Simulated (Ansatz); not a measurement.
A set of 12 reactions (ligand exchange), with CCSD(T)/CBS values in kJ/mol:

```
                                                                 reaction      ΔE
   `[SiH3][SiH](S)[AsH2]` + `N[SiH3]` → `[SiH3]N[AsH2]` + `[SiH3][SiH2]S`    71.0
     `C[O][Ga]([OH])[SH]` + `O[SiH3]` → `[OH][Ga]([SH])[O][SiH3]` + CH₃OH   -18.8
`O[SiH2][SiH](Cl)Cl` + `N[SiH](F)F` → `F[SiH](F)N[SiH](Cl)Cl` + `O[SiH3]`   -76.7
                       `F[Si](Cl)(Cl)Cl` + HCl → `Cl[Si](Cl)(Cl)Cl` + H–F    47.4
                         `C[CH2][InH][F]` + H₂Se → `[F][InH][SeH]` + `CC`  -134.6
                     `CS[AsH2]` + `CN[SiH3]` → `CN([SiH3])[AsH2]` + CH₃SH    46.0
`O[SiH2][SiH](Cl)Cl` + `[NH2][AlH2]` → `O[SiH2][NH][AlH2]` + `Cl[SiH2]Cl`   -79.3
                     `C[O][Al]([OH])[F]` + H–F → `C[O][Al]([F])[F]` + H₂O   -45.2
  `O[SiH2]O[SiH](O)O` + `O[SiH](F)S` → `O[SiH](O)S[SiH](O)F` + `O[SiH2]O`    58.9
       `[SiH3]C(Br)Br` + `[NH2][Ge][OH]` → `[NH2][Ge][O][SiH3]` + `BrCBr`  -106.8
                                     `NB1CS1` + H₂Te → `[TeH]B1CS1` + NH₃    37.7
                      `F[SiH2][S][AlH2]` + NH₃ → `N[SiH2][S][AlH2]` + H–F    80.8
```

Calculated with Ansatz (gas phase, PBE0-D4/def2-TZVP geometries, no zero-point term in ΔE). CBS: MP2 limit from def2 TZ/QZ plus the TZ coupled-cluster correction, frozen cores. This one scheme is used for every species. Functionals use def2-TZVPP. B3LYP here is the variant with VWN-RPA as its local correlation; programs differ in this. Elements past krypton have def2 core potentials. For As, Br, Ga, Ge, In, Se, Te outer-core shells are correlated without core-valence functions, which leaves a few kJ/mol of doubt a bond. Scalar relativity is left out up to krypton. Each species was taken in one conformer, which may not be the lowest.

Q: Give the mean, mean absolute and largest difference (level minus CCSD(T)/CBS, kJ/mol) for: ωB97X-V, ωB97M-V, B2PLYP, PBE0, B3LYP, HF/def2-TZVPP, MP2/def2-TZVPP, SCS-MP2/def2-TZVPP, CCSD/def2-TZVPP, CCSD(T)/def2-TZVPP, HF/def2-QZVPP, SCS-MP2/def2-QZVPP, HF/CBS(def2), MP2/CBS(def2). (An estimate is asked.)

A: Ansatz gave: 
```tsv
level	mean	mean absolute	largest
ωB97X-V	1.7	3.8	15.5
ωB97M-V	1.1	3.2	17.0
B2PLYP	1.3	4.8	12.0
PBE0	3.7	6.5	17.2
B3LYP	4.1	8.2	20.3
HF/def2-TZVPP	-0.8	17.2	-29.9
MP2/def2-TZVPP	-2.8	3.6	-9.7
SCS-MP2/def2-TZVPP	-2.3	5.0	-10.1
CCSD/def2-TZVPP	0.3	5.2	10.5
CCSD(T)/def2-TZVPP	-0.1	3.3	5.9
HF/def2-QZVPP	-1.1	18.3	-31.8
SCS-MP2/def2-QZVPP	-2.3	3.8	-9.0
HF/CBS(def2)	-1.1	18.5	-32.1
MP2/CBS(def2)	-2.7	4.0	-8.7
```

The largest T1 diagnostic in the set is 0.014, for `[TeH]B1CS1` (customary mark 0.02).

CCSD(T)/CBS is a level of theory with its own doubt, and the functionals carry their triple-zeta basis error, so these figures describe this set and don't rank the functionals.
